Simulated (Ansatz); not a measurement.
C₂H₇NOSi (`C[SiH2]C(N)=O`), relaxed with RKS PBE0-D4/def2-TZVP in Ansatz 0.2.0 from a PBE-D4/def2-SVP geometry. The force threshold is 0.005 eV/Å; the program also tests the step.

Charge 0, multiplicity 1.

Start:

```xyz
12

C     1.334   -1.343    0.482
Si   -0.413   -0.791    0.051
C    -0.247    1.025   -0.617
N    -1.143    1.974   -0.211
O     0.672    1.259   -1.404
H     1.406   -2.438    0.634
H     1.694   -0.833    1.397
H     1.993   -1.047   -0.360
H    -1.359   -0.883    1.228
H    -0.989   -1.611   -1.072
H    -1.062    2.926   -0.581
H    -1.888    1.762    0.452
```

```json
{"step": "1", "energy (eV)": "-13596.1568", "largest force (eV/Å)": "1.098", "largest move (Å)": "0.000"}
{"step": "2", "energy (eV)": "-13596.2099", "largest force (eV/Å)": "0.151", "largest move (Å)": "0.049"}
{"step": "3", "energy (eV)": "-13596.2144", "largest force (eV/Å)": "0.034", "largest move (Å)": "0.020"}
{"step": "4", "energy (eV)": "-13596.2147", "largest force (eV/Å)": "0.036", "largest move (Å)": "0.017"}
{"step": "5", "energy (eV)": "-13596.2149", "largest force (eV/Å)": "0.021", "largest move (Å)": "0.019"}
{"step": "6", "energy (eV)": "-13596.2149", "largest force (eV/Å)": "0.021", "largest move (Å)": "0.009"}
{"step": "7", "energy (eV)": "-13596.2150", "largest force (eV/Å)": "0.006", "largest move (Å)": "0.007"}
{"step": "8", "energy (eV)": "-13596.2150", "largest force (eV/Å)": "0.002", "largest move (Å)": "0.003"}
```

End:

```xyz
12

C     1.330   -1.348    0.479
Si   -0.382   -0.772    0.032
C    -0.245    1.035   -0.614
N    -1.154    1.952   -0.205
O     0.654    1.307   -1.390
H     1.345   -2.417    0.699
H     1.708   -0.810    1.350
H     2.000   -1.152   -0.361
H    -1.320   -0.834    1.192
H    -0.964   -1.574   -1.075
H    -1.096    2.895   -0.558
H    -1.878    1.717    0.449
```

Hardware: 4 threads of a server CPU on a shared host. Wall time 28 s, peak host memory 0.49 GiB.
